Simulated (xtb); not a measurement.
CH4S, charge +1, doublet, at a GFN2-xTB geometry (a state made from the parent by changing its charge; the spin is typed, not shown lowest); GFN0-xTB (xtb).

The xtb input:
```
$ xtb mol.xyz --gfn 0 --chrg 1 --uhf 1 --opt --json

# file mol.xyz
6

C     -0.07388241     1.11980998     0.01035255
S     -0.04134435    -0.65009848    -0.00670276
H      1.30919756    -0.80487041     0.00288752
H     -1.10858026     1.45936870     0.00516795
H      0.44489002     1.50553466     0.89456842
H      0.45929671     1.52268287    -0.85749509
```

The log (banner, timings and long lists left out):

```
   ID    Z sym.   atoms
    1    6 C      1
    2   16 S      2
    3    1 H      3-6

           -------------------------------------------------
          |                Calculation Setup                |
           -------------------------------------------------

           -------------------------------------------------
          |                 G F N 0 - x T B                 |
           -------------------------------------------------

          ...................................................
          :                      SETUP                      :
          :.................................................:
          :  # basis functions                  22          :
          :  # atomic orbitals                  21          :
          :  # shells                           13          :
          :  # electrons                        13          :
          :  electronic temp.          300.0000000     K    :
          :  accuracy                    1.0000000          :
          :  -> integral cutoff          0.2500000E+02      :
          :  -> integral neglect         0.1000000E-07      :
          ...................................................

         :::::::::::::::::::::::::::::::::::::::::::::::::::::
         ::                     SUMMARY                     ::
         :::::::::::::::::::::::::::::::::::::::::::::::::::::
         :: total energy              -5.789547637830 Eh    ::
         :: gradient norm              0.016821297731 Eh/a0 ::
         :: HOMO-LUMO gap              4.887118172143 eV    ::
         ::.................................................::
         :: H0 energy                 -7.258838886436 Eh    ::
         :: repulsion energy           0.073478875475 Eh    ::
         :: electrostat energy         1.396392231272 Eh    ::
         :: -> Gsolv                   0.000000000000 Eh    ::
         ::    -> Gsasa                0.000000000000 Eh    ::
         ::    -> Gshift               0.000000000000 Eh    ::
         :: dispersion energy         -0.000579858141 Eh    ::
         :: short-range corr.          0.000000000000 Eh    ::
         :: add. restraining           0.000000000000 Eh    ::
         :: total charge               1.000000000000 e     ::
         :::::::::::::::::::::::::::::::::::::::::::::::::::::

      -----------------------------------------------------------
     |                   =====================                   |
     |                        A N C O P T                        |
     |                   =====================                   |
     |               Approximate Normal Coordinate               |
     |                Rational Function Optimizer                |
      -----------------------------------------------------------
      -----------------------------------------------------------
     |                   =====================                   |
     |                        A N C O P T                        |
     |                   =====================                   |
     |               Approximate Normal Coordinate               |
     |                Rational Function Optimizer                |
      -----------------------------------------------------------

          ...................................................
          :                      SETUP                      :
          :.................................................:
          :   optimization level            normal          :
          :   max. optcycles                   200          :
          :   ANC micro-cycles                  20          :
          :   degrees of freedom                12          :
          :.................................................:
          :   RF solver                   davidson          :
          :   write xtbopt.log                true          :
          :   linear?                        false          :
          :   energy convergence         0.5000000E-05 Eh   :
          :   grad. convergence          0.1000000E-02 Eh/α :
          :   maxmium RF displ.          1.0000000          :
          :   Hlow (freq-cutoff)         0.1000000E-01      :
          :   Hmax (freq-cutoff)         5.0000000          :
          :   S6 in model hess.         20.0000000          :
          ...................................................

generating ANC from exact Hessian ...
Using Lindh-Hessian (1995)
 Shifting diagonal of input Hessian by    0.0000000000000000
 Lowest  eigenvalues of input Hessian
    0.000000    0.000000    0.000000    0.000000    0.000000    0.000000
    0.010012    0.025377    0.070277    0.075355    0.115963    0.116899
    0.142177    0.426725    0.754126    1.049223    1.105573    1.168018
 Highest eigenvalues
    0.142177    0.426725    0.754126    1.049223    1.105573    1.168018

........................................................................
.............................. CYCLE    1 ..............................
........................................................................
 * total energy  :    -5.7895476 Eh     change        0.0000000E+00 Eh
   gradient norm :     0.0168213 Eh/α   predicted     0.0000000E+00 (   0.00%)
   displ. norm   :     0.0998726 α      lambda       -0.1268384E-02
   maximum displ.:     0.0634402 α      in ANC's #5, #7, #2, ...

........................................................................
.............................. CYCLE    2 ..............................
........................................................................
 * total energy  :    -5.7902523 Eh     change       -0.7047018E-03 Eh
   gradient norm :     0.0059482 Eh/α   predicted    -0.6405180E-03 (  -9.11%)
   displ. norm   :     0.0195647 α      lambda       -0.5235896E-04
   maximum displ.:     0.0128036 α      in ANC's #2, #5, #3, ...

........................................................................
[...]
 * total energy  :    -5.7902854 Eh     change       -0.3309716E-04 Eh
 * total energy  :    -5.7902922 Eh     change       -0.6714854E-05 Eh
 * total energy  :    -5.7902933 Eh     change       -0.1137041E-05 Eh
   *** GEOMETRY OPTIMIZATION CONVERGED AFTER 5 ITERATIONS ***
[...]

 selected dihedral angles (degree)
 ---------------------------------
H3-S2-C1-H4=180.00            H3-S2-C1-H5=299.25            H3-S2-C1-H6= 60.75
           -------------------------------------------------
          |                Final Singlepoint                |
           -------------------------------------------------

          ...................................................
          :                      SETUP                      :
          :.................................................:
          :  # basis functions                  22          :
          :  # atomic orbitals                  21          :
          :  # shells                           13          :
          :  # electrons                        13          :
          :  electronic temp.          300.0000000     K    :
          :  accuracy                    1.0000000          :
          :  -> integral cutoff          0.2500000E+02      :
          :  -> integral neglect         0.1000000E-07      :
          ...................................................

         :::::::::::::::::::::::::::::::::::::::::::::::::::::
         ::                     SUMMARY                     ::
         :::::::::::::::::::::::::::::::::::::::::::::::::::::
         :: total energy              -5.790293288711 Eh    ::
         :: gradient norm              0.000393269594 Eh/a0 ::
         :: HOMO-LUMO gap              4.927103545651 eV    ::
         ::.................................................::
         :: H0 energy                 -7.255910506799 Eh    ::
         :: repulsion energy           0.070329736308 Eh    ::
         :: electrostat energy         1.395866146664 Eh    ::
         :: -> Gsolv                   0.000000000000 Eh    ::
         ::    -> Gsasa                0.000000000000 Eh    ::
         ::    -> Gshift               0.000000000000 Eh    ::
         :: dispersion energy         -0.000578664884 Eh    ::
         :: short-range corr.          0.000000000000 Eh    ::
         :: add. restraining           0.000000000000 Eh    ::
         :: total charge               1.000000000000 e     ::
         :::::::::::::::::::::::::::::::::::::::::::::::::::::

           -------------------------------------------------
          |                Property Printout                |
           -------------------------------------------------

    * Orbital Energies and Occupations

         #    Occupation            Energy/Eh            Energy/eV
      -------------------------------------------------------------
         1        2.0000           -0.7430779             -20.2202
         2        2.0000           -0.6196796             -16.8623
         3        2.0000           -0.5462234             -14.8635
         4        2.0000           -0.5347672             -14.5518
         5        2.0000           -0.5069063             -13.7936
         6        2.0000           -0.4774463             -12.9920
         7        1.0000           -0.3997090             -10.8766 (HOMO)
         8                         -0.2186413              -5.9495 (LUMO)
         9                         -0.1640191              -4.4632
        10                         -0.1212215              -3.2986
        11                         -0.1018678              -2.7720
        12                         -0.0980362              -2.6677
        13                         -0.0735078              -2.0002
        14                         -0.0390548              -1.0627
        15                         -0.0143198              -0.3897
        16                         -0.0096026              -0.2613
        17                          0.2492846               6.7834
        18                          0.2654565               7.2234
       ...                                ...                  ...
        21                          0.7407480              20.1568
      -------------------------------------------------------------
                  HL-Gap            0.1810677 Eh            4.9271 eV
             Fermi-level            0.0000000 Eh            0.0000 eV

     #   Z          covCN         q      C6AA      α(0)
     1   6 C        3.741    -0.442    34.023     8.421
     2  16 S        1.894     0.275   127.975    19.074
     3   1 H        0.921     0.217     1.016     1.577
     4   1 H        0.923     0.327     0.634     1.246
     5   1 H        0.923     0.311     0.676     1.286
     6   1 H        0.923     0.311     0.676     1.286

 Mol. C6AA /au·bohr⁶  :        422.333843
 Mol. C8AA /au·bohr⁸  :      14954.362264
 Mol. α(0) /au        :         32.887977

Wiberg/Mayer (AO) data.
largest (>0.10) Wiberg bond orders for each atom

 ---------------------------------------------------------------------------
     #   Z sym  total        # sym  WBO       # sym  WBO       # sym  WBO
 ---------------------------------------------------------------------------
     1   6 C    3.965 --     2 S    1.084     4 H    0.970     6 H    0.951
                             5 H    0.951
     2  16 S    2.127 --     1 C    1.084     3 H    0.968
     3   1 H    0.982 --     2 S    0.968
     4   1 H    0.979 --     1 C    0.970
     5   1 H    0.983 --     1 C    0.951
     6   1 H    0.983 --     1 C    0.951
 ---------------------------------------------------------------------------

Topologies differ in total number of bonds
Writing topology from bond orders to xtbtopo.mol

 dipole moment from electron density (au)
     X       Y       Z
   0.3664  -0.3501  -0.0004  total (Debye):    1.288

optimized geometry written to: xtbopt.xyz

           -------------------------------------------------
          | TOTAL ENERGY               -5.790293288711 Eh   |
          | GRADIENT NORM               0.000393269594 Eh/α |
          | HOMO-LUMO GAP               4.927103545651 eV   |
           -------------------------------------------------

normal termination of xtb
```
